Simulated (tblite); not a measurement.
C3H9O2Si2 (doublet state).
Structure used (GFN2-xTB), in Å, numbered top down from 1:
```
atom  x, y, z in Å
Si1    2.4362   -0.0532   -0.7225
C2     1.0531    0.7116    0.3364
C3    -0.0282   -0.3388    0.5083
C4    -1.3976    0.2535    0.9013
O5    -2.1464    0.4219   -0.2679
Si6   -1.5563   -0.4866   -1.4973
O7    -0.2120   -1.0068   -0.7186
H8     2.7744   -1.4063   -0.3042
H9     3.5923    0.8406   -0.7622
H10    1.4136    1.0356    1.3153
H11    0.6230    1.5828   -0.1611
H12    0.2889   -1.0875    1.2443
H13   -1.9341   -0.4245    1.5738
H14   -1.2854    1.2242    1.3914
H15   -2.3724   -1.6567   -1.7762
H16   -1.2566    0.3992   -2.6094
```

Computed values, GFN2-xTB/tblite, gas phase, harmonic and unscaled. Against measured fundamentals such values can be off by several per cent, at times by over 20. Modes of hydrogen on silicon can be 10 to 20 % off. One conformer, not necessarily the lowest. Open shells enter through the occupations alone, without spin polarisation, and single modes of such species can be off by tens of per cent.

Harmonic wavenumbers (cm⁻¹): 59.9, 78.4, 120.5, 123.7, 170.1, 332.0, 427.6, 480.1, 500.8, 514.8, 541.3, 615.4, 659.5, 696.9, 736.8, 771.5, 800.9, 820.1, 822.7, 837.8, 908.2, 986.4, 1028.5, 1106.9, 1113.4, 1156.2, 1201.7, 1223.8, 1268.9, 1305.6, 1329.5, 1472.4, 1485.5, 2265.7, 2317.6, 2330.9, 2364.0, 2904.7, 2919.6, 2945.0, 2957.8, 2973.8.

A = 3662, B = 1233, C = 1035 MHz; mass 133.014 u (most abundant isotopes); point group C1, symmetry number 1; spin multiplicity 2.

Task: What is the zero-point energy?

Result: ½Σν̃ = 24838 cm⁻¹ = 297.14 kJ/mol.

Task: Give the ideal-gas entropy at 298.15 K and 1 bar in the rigid-rotor, harmonic-oscillator model (classical rotation).

Result: Translation 169.85, rotation 119.75, vibration 103.16, spin (R ln 2) 5.76: S = 398.5 J/(mol K).

Task: And Cp and H(298.15 K) − H(0)?

Result: Cp = 147.53 J/(mol K), of which vibrations give 114.28 (their classical limit is 42 R = 349.2); H(298.15 K) − H(0) = 26.36 kJ/mol without the zero-point energy, 16.45 from vibrations.

Task: How do the functions run with temperature in this model?

Result: 
```csv
T (K),S (J/(mol K)),Cp (J/(mol K)),H − H(0) (kJ/mol),G − H(0) (kJ/mol),ln q(vib)
50,246.5,53.4,2.03,-10.29,0.38
100,289.3,70.4,5.16,-23.76,1.42
373.15,434.8,176.2,38.53,-123.72,7.45
500,492.1,215.5,63.49,-182.56,10.32
750,590.2,267.7,124.44,-318.24,15.82
1000,672.1,300.6,195.78,-476.32,20.92
```

q(vib) and H(0) count from the zero-point level.

Task: What must be added to the electronic energy to get the Gibbs energy at 298.15 K and 1 bar?

Result: ZPE + [H(298.15 K) − H(0)] − T·S = 297.14 + 26.36 − 118.82 = 204.68 kJ/mol.

Task: Blend soft modes into free rotors: weight 1/[1 + (100 cm⁻¹/ν̃)⁴] for the oscillator and the rest for a rotor with moment μB/(μ + B), μ = h/(8π²ν), B = 10⁻⁴⁴ kg m². What vibrational entropy results?

Result: 95.49 J/(mol K) in place of 103.16, which changes −T·S at 298.15 K by +2.29 kJ/mol.

Task: Which modes carry the vibrational entropy at 298.15 K?

Result: 59.9 cm⁻¹: 18.66; 78.4 cm⁻¹: 16.45; 120.5 cm⁻¹: 12.94; 123.7 cm⁻¹: 12.73; 170.1 cm⁻¹: 10.19; 332.0 cm⁻¹: 5.23 J/(mol K); the other 36 give 26.97 together.

Hindered rotation and anharmonicity are outside this model. Other conformers, if any are populated, would add a mixing term that is left out. The structure is chiral; the term R ln 2 for an equal mix with its mirror image is left out.
